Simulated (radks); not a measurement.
Results of a calculation; reference values are marked as such.
Charge is removed step by step from the 2s down level of the neon ion Ne+, starting from [He] 2s(up 1, down 1) 2p5. Level of theory: scalar-relativistic Kohn-Sham, SCAN, spin-polarised, spherical densities, finite nucleus; open shells are filled with parallel spins first; meta-GGA in the generalised Kohn-Sham scheme; Fermi nuclear charge, rms radius 3.0055 fm (a radial shooting solver on a logarithmic mesh with Libxc functionals).

removed (e),E - E(0) (eV),eigenvalue (eV)
0,0.000,-56.520
0.1,5.751,-58.494
0.2,11.700,-60.477
0.3,17.843,-62.465
0.4,24.190,-64.446
0.5,30.733,-66.400
0.6,37.469,-68.294
0.7,44.389,-70.067
0.8,51.475,-71.618
0.9,58.701,-72.858

The mean slope of the eigenvalue, de/dn, is 18.2 eV per electron.
